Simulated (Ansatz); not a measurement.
Start from `[CH3][AlH][SiH2][SbH2]` and change one atom or group to get `[CH3][AlH][SiH2]S[SiH3]`.

Ansatz, PBE0-D4/def2-TZVP geometries, multiplicity 1. Each molecule was computed in one conformer, which needn't be the lowest. `[CH3][AlH][SiH2]S[SiH3]` holds a close contact that its SMILES doesn't draw: H···Al 1.98 Å.

Elements past krypton have def2 core potentials.  Spin–orbit coupling is left out; it splits and shifts lone-pair levels of the heavy atoms by tenths of an eV.

```json
{"property": "HOMO energy (PBE/def2-TZVPP) / eV", "`[CH3][AlH][SiH2][SbH2]`": "-5.65"}
{"property": "ideal-gas entropy at 298 K and 1 bar (rigid rotor, harmonic PBE0-D4/def2-TZVP) / J/(mol·K)", "`[CH3][AlH][SiH2][SbH2]`": "395"}
{"property": "LUMO energy (ωB97M-V/def2-TZVPP) / eV", "`[CH3][AlH][SiH2][SbH2]`": "0.51"}
{"property": "size of the dipole moment (ωB97M-V/def2-TZVPP) / D", "`[CH3][AlH][SiH2][SbH2]`": "0.81"}
{"property": "zero-point energy (PBE0-D4/def2-TZVP) / kJ/mol", "`[CH3][AlH][SiH2][SbH2]`": "193.0"}
{"property": "HOMO–LUMO gap (PBE/def2-TZVPP) / eV", "`[CH3][AlH][SiH2][SbH2]`": "3.67"}
```

Question: Give the same properties after the change, and the shifts. (Best estimate.)

Answer: The calculation gave: 
| property | `[CH3][AlH][SiH2]S[SiH3]` | shift |
| --- | --- | --- |
| HOMO energy (PBE/def2-TZVPP) / eV | -5.99 | -0.34 |
| ideal-gas entropy at 298 K and 1 bar (rigid rotor, harmonic PBE0-D4/def2-TZVP) / J/(mol·K) | 413 | 18 |
| LUMO energy (ωB97M-V/def2-TZVPP) / eV | 0.31 | -0.20 |
| size of the dipole moment (ωB97M-V/def2-TZVPP) / D | 0.87 | 0.06 |
| zero-point energy (PBE0-D4/def2-TZVP) / kJ/mol | 230.4 | 37.4 |
| HOMO–LUMO gap (PBE/def2-TZVPP) / eV | 3.82 | 0.15 |

With PBE0 the HOMO falls by 0.51 eV and the LUMO falls by 0.17 eV, so the gap widens by about 0.34 eV. PBE moves the HOMO by -0.34 eV and ωB97M-V by -0.65 eV. The zero-point energy changes by 37.4 kJ/mol with +6 modes. Dipoles are sizes alone; their direction can turn. Modes under 60 cm⁻¹, often nearly free rotors, make the harmonic entropy too high.
